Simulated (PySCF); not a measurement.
Nuclear quadrupole coupling in `CC(=S)C1=C[C@@H](F)COC1`

C₇H₉FOS.
Z-matrix (Å and degrees, GFN2-xTB geometry), rows numbered from 1:
```
C 
C   1  1.4923
S   2  1.6379  1  119.80
C   2  1.4497  1  119.64  3  -179.56
C   4  1.3422  2  122.90  1     8.22
C   5  1.4935  4  121.63  2   178.57
F   6  1.3810  5  109.82  4  -142.57
C   6  1.5334  5  109.84  4   -20.90
O   8  1.4018  6  108.89  5    52.14
C   9  1.4079  8  112.84  6   -66.63
H   1  1.0902  2  110.39  3   115.55
H   1  1.0869  2  109.71  3    -4.15
H   1  1.0894  2  110.71  3  -124.81
H   5  1.0789  4  122.75  2     0.83
H   6  1.1004  5  110.44  4   100.88
H   8  1.0998  6  108.99  5   -69.72
H   8  1.0911  6  111.26  5   169.71
H  10  1.0925  4  110.35  2    51.44
H  10  1.1025  4  107.93  2   -66.27
```

Field gradients from the PBE0/pcSseg-1 density (PySCF, non-relativistic), principal values in atomic units, ordered |Vxx| ≤ |Vyy| ≤ |Vzz|:

```tsv
atom	Vxx	Vyy	Vzz
S3	1.1968	1.7927	-2.9895
O9	0.0054	1.9809	-1.9864
```

Question: Find the asymmetry η = (Vxx − Vyy)/Vzz and the couplings χ = eQV/h (234.96 MHz × Q in barn × V in au), with Q(33S) = −0.0678 b, Q(17O) = −0.0256 b.

Answer: 
| atom | environment | nucleus | η | χzz (MHz) | χxx (MHz) | χyy (MHz) |
| --- | --- | --- | --- | --- | --- | --- |
| S3 | thiocarbonyl sulfur | 33S | 0.20 | 47.63 | -19.07 | -28.56 |
| O9 | cyclic ether oxygen | 17O | 0.99 | 11.95 | -0.03 | -11.92 |

At O9 η is above 0.9: Vyy and Vzz are nearly equal in size and opposite in sign, so a small change could swap them and flip the sign of χzz. The tensor is traceless: Vxx + Vyy + Vzz = 0.

Question: What is Vzz at S3 in SI units (1 au = 9.71736 × 10²¹ V/m²)?

Answer: -2.9895 au = -29.050 × 10²¹ V/m².

Were the hydrogens deuterons (Q(2H) = 0.00286 b), χzz would run from 186 kHz (H15 and H19) to 219 kHz (H14).

Isolated species at its GFN2-xTB geometry (one conformer only). GFN2-xTB bond lengths can be off by several hundredths of an ångström, more for odd bonds, and the gradients follow them. The basis is small and wasn't made for field gradients, so the couplings can be 20 % off.
